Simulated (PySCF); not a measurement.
## Magnetisability: GeHMe2(OEt), C4H12GeO

Geometry:
```json
{"atom": "Ge1", "x (Å)": "0.394", "y (Å)": "1.154", "z (Å)": "0.413"}
{"atom": "H2", "x (Å)": "0.630", "y (Å)": "1.541", "z (Å)": "1.874"}
{"atom": "C3", "x (Å)": "2.103", "y (Å)": "0.550", "z (Å)": "-0.400"}
{"atom": "H4", "x (Å)": "2.834", "y (Å)": "1.353", "z (Å)": "-0.398"}
{"atom": "H5", "x (Å)": "1.933", "y (Å)": "0.244", "z (Å)": "-1.430"}
{"atom": "H6", "x (Å)": "2.525", "y (Å)": "-0.292", "z (Å)": "0.143"}
{"atom": "C7", "x (Å)": "-0.571", "y (Å)": "2.545", "z (Å)": "-0.594"}
{"atom": "H8", "x (Å)": "-0.745", "y (Å)": "2.206", "z (Å)": "-1.611"}
{"atom": "H9", "x (Å)": "-0.001", "y (Å)": "3.469", "z (Å)": "-0.628"}
{"atom": "H10", "x (Å)": "-1.533", "y (Å)": "2.748", "z (Å)": "-0.134"}
{"atom": "O11", "x (Å)": "-0.779", "y (Å)": "-0.172", "z (Å)": "0.380"}
{"atom": "C12", "x (Å)": "-0.592", "y (Å)": "-1.494", "z (Å)": "0.834"}
{"atom": "C13", "x (Å)": "-1.285", "y (Å)": "-2.456", "z (Å)": "-0.120"}
{"atom": "H14", "x (Å)": "0.474", "y (Å)": "-1.746", "z (Å)": "0.899"}
{"atom": "H15", "x (Å)": "-1.022", "y (Å)": "-1.589", "z (Å)": "1.838"}
{"atom": "H16", "x (Å)": "-1.170", "y (Å)": "-3.478", "z (Å)": "0.230"}
{"atom": "H17", "x (Å)": "-2.343", "y (Å)": "-2.214", "z (Å)": "-0.181"}
{"atom": "H18", "x (Å)": "-0.854", "y (Å)": "-2.367", "z (Å)": "-1.113"}
```

Method used: GIAO PBE/def2-SVP magnetisability, rotational g tensor and spin-rotation constants, non-relativistic, gas phase in PySCF. Geometry: GFN2-xTB.

The calculation is non-relativistic, which matters for the atoms heavier than Zn.

**Question.** How diamagnetic is it, and how anisotropic?

**Answer.** Isotropic -1426 × 10⁻³⁰ J/T², or -85.9 × 10⁻⁶ cm³/mol; principal values -1482, -1405, -1391 × 10⁻³⁰ J/T², anisotropy 85 × 10⁻³⁰ J/T² (root of half the summed squared differences of the principal values). The susceptibility is in cgs units.

**Question.** Split it along the inertial axes a, b, c into diamagnetic and paramagnetic parts about the centre of mass, with the quadrupole moment.

**Answer.** 
| axis | χ (10⁻⁶ cm³/mol) | diamagnetic (10⁻⁶ cm³/mol) | paramagnetic (10⁻⁶ cm³/mol) | summed x² of all electrons (Å²) | quadrupole Θ (D Å) |
| --- | --- | --- | --- | --- | --- |
| a | -89.1 | -455.7 | 366.6 | 208.6 | +2.67 |
| b | -84.1 | -1034.7 | 950.6 | 72.1 | -0.76 |
| c | -84.3 | -1190.8 | 1106.5 | 35.3 | -1.91 |

Anisotropies 2χaa − χbb − χcc = -9.8 and 2χbb − χaa − χcc = +5.2 × 10⁻⁶ cm³/mol. Θ is traceless in Buckingham's convention.

**Question.** And the rotational g tensor?

**Answer.** 
| axis | rotational constant (GHz) | g | nuclear part | electronic part |
| --- | --- | --- | --- | --- |
| a | 3.8400 | -0.0026 | 0.6588 | -0.6613 |
| b | 1.3508 | -0.0028 | 0.6004 | -0.6033 |
| c | 1.1612 | -0.0019 | 0.6017 | -0.6036 |

Asymmetric top; isotopes 12C, 74Ge, 1H, 16O; no vibrational averaging.
